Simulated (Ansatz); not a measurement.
M(OH)4 with several metals: gap (eV) at several levels, gas phase, relaxed structures; Ansatz. Core potentials for Hf, Zr in the def2 sets, no spin–orbit coupling. Names give formal oxidation states. The structures are stationary points that may keep the symmetry of their start.

```json
{"species": "Hf(OH)4 (HfO4H4)", "state": "singlet", "geometry": "PBE0-D4/def2-SVP", "PBE-D4/def2-SVP": "6.11", "r2SCAN-D4/def2-TZVPD": "6.95", "PBE0-D4/def2-SVP": "8.58", "PBE0-D4/def2-TZVPD": "8.29", "ωB97X-V/def2-TZVP": "12.68"}
{"species": "Ti(OH)4 (TiO4H4)", "state": "singlet", "geometry": "PBE-D4/def2-SVP", "PBE-D4/def2-SVP": "5.03", "r2SCAN-D4/def2-TZVPD": "5.56", "PBE0-D4/def2-SVP": "7.65", "PBE0-D4/def2-TZVPD": "7.76", "ωB97X-V/def2-TZVP": "12.52"}
{"species": "Zr(OH)4 (ZrO4H4)", "state": "singlet", "geometry": "PBE-D4/def2-SVP", "PBE-D4/def2-SVP": "6.01", "r2SCAN-D4/def2-TZVPD": "6.99", "PBE0-D4/def2-SVP": "8.43", "PBE0-D4/def2-TZVPD": "8.30", "ωB97X-V/def2-TZVP": "12.45"}
```

Problem. Estimate the column for PBE-D4/def2-TZVP.

Solution. Hf(OH)4 (HfO4H4) 6.15; Ti(OH)4 (TiO4H4) 5.09; Zr(OH)4 (ZrO4H4) 6.13.

Over the 3 species that have every level, the mean is 5.72 at PBE-D4/def2-SVP, 5.79 at PBE-D4/def2-TZVP, 6.50 at r2SCAN-D4/def2-TZVPD, 8.22 at PBE0-D4/def2-SVP, 8.12 at PBE0-D4/def2-TZVPD, 12.55 at ωB97X-V/def2-TZVP. Orbital gaps grow with the share of exact exchange and aren't one observable across functionals.
